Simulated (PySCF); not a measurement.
## Orbital energies, ionisation energy and electron affinity

Compound: C7H4BrNSe.
Atom-mapped SMILES: `[N:1]#[C:2][Se:3][c:4]1[cH:5][cH:6][c:7]([Br:8])[cH:9][cH:10]1` (hydrogens: H11 on C5; H12 on C6; H13 on C9; H14 on C10)

Geometry (PBE0-D3(BJ)/def2-SVP, Å), atoms numbered from 1 in this order:
```xyz
14
C7H4BrNSe angstrom
N      4.4505    1.3294   -0.7861
C      3.8670    0.3451   -0.5832
Se     2.9805   -1.2189   -0.2660
C      1.1983   -0.5161   -0.1787
C      0.1917   -1.4488    0.0821
C     -1.1343   -1.0352    0.1640
C     -1.4454    0.3122   -0.0149
Br    -3.2395    0.8763    0.0987
C     -0.4424    1.2442   -0.2757
C      0.8854    0.8306   -0.3581
H      0.4292   -2.5064    0.2245
H     -1.9238   -1.7599    0.3677
H     -0.6947    2.2966   -0.4148
H      1.6671    1.5654   -0.5621
```

Level: CAM-B3LYP/def2-SVPD (PySCF). Frontier orbitals with their largest atomic shares (Löwdin; up to four atoms above 4 %):

```tsv
orbital	ε (eV)	main atoms
HOMO−3	-10.03	Br8 84 %, C7 9 %
HOMO−2	-9.59	Br8 31 %, Se3 22 %, C9 12 %, C7 7 %
HOMO−1	-9.52	C6 24 %, C5 20 %, C10 16 %, C9 12 %
HOMO	-8.14	?
LUMO	-0.28	Se3 45 %, C2 16 %, N1 13 %, C4 11 %
LUMO+1	-0.23	C4 21 %, C7 20 %, C10 11 %, C6 10 %
LUMO+2	-0.20	C9 18 %, C5 18 %, C6 17 %, C10 16 %
```

Task: What vertical ionisation energy does ΔSCF give, and how far is −ε(HOMO) from it?

Result: ΔSCF: 8.77 eV (846 kJ/mol; threshold wavelength 141 nm); ⟨S²⟩ of the doublet left behind is 0.768, against 0.75 for a pure doublet. −ε(HOMO) is 8.14 eV, 0.63 eV below it. For the exact functional −ε(HOMO) would equal the first vertical ionisation energy; CAM-B3LYP (range-separated hybrid) falls short of its own ΔSCF value by 7 %.

Task: On which atoms does the HOMO lie?

Result: Se3 (selenium bonded to 2 C) 30 %, Br8 (aryl bromine) 14 %, C4 (substituted aromatic carbon) 12 %, C7 (aromatic C–Br carbon) 12 %, so no atom holds as much as 40 %. The HOMO−1 lies 1.38 eV lower.

Task: And the vertical electron affinity, the fundamental gap, Mulliken's electronegativity and the hardness (with the factor ½)?

Result: EA = -0.27 eV by ΔSCF (−ε(LUMO) = 0.28 eV); a negative value means that the added electron isn't bound at this geometry and level, and the number then depends on the basis. IE − EA = 9.04 eV against an orbital gap of 7.86 eV; (IE + EA)/2 = 4.25 eV; (IE − EA)/2 = 4.52 eV. Parr's electrophilicity index (IE + EA)²/[8(IE − EA)] is 1.00 eV.

Task: With α = 135.0 au, estimate the like-pair dispersion coefficient by London's formula C6 = (3/4)α²I.

Result: I = 0.3224 Eh, so C6 ≈ 4400 au, a rough estimate.

Task: Shift the occupied levels rigidly so that −ε(HOMO) equals the ΔSCF value. What binding energies result?

Result: The shift is +0.63 eV: HOMO 8.77, HOMO−1 10.15, HOMO−2 10.22, HOMO−3 10.66 eV. A rigid shift is only a rough guide to the deeper ionisations.

Task: What total energies stand behind the ΔSCF value?

Result: E(N) = -5298.82324 Eh and E(N − 1) = -5298.50086 Eh at the same geometry, 0.32238 Eh apart. With one more electron, E(N + 1) = -5298.81342 Eh.

Task: How many of the 10 lowest singlet excitations (vertical TDDFT, same level) lie below the ionisation energy?

Result: All 10; they run from 4.39 to 6.56 eV.

Isolated species at its PBE0-D3(BJ)/def2-SVP geometry (one conformer only). The calculation is non-relativistic, for selenium and bromine too.
